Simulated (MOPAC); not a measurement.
MOPAC input (PM6):

```
PM6 FORCE THERMO(298,298) PRECISE LET CHARGE=1 GEO-OK AUX(PRECISION=9) THREADS=1
CCl3

Cl   -1.07530802 1   -1.22648796 1    0.03508457 1
C     0.00000245 1    0.00000170 1   -0.00000008 1
Cl    1.59954263 1   -0.31847364 1   -0.04265685 1
Cl   -0.52423605 1    1.54496061 1    0.00757232 1
```

Which zero-point energy does it print?

5.27 kcal/mol, from the harmonic wavenumbers of PM6.
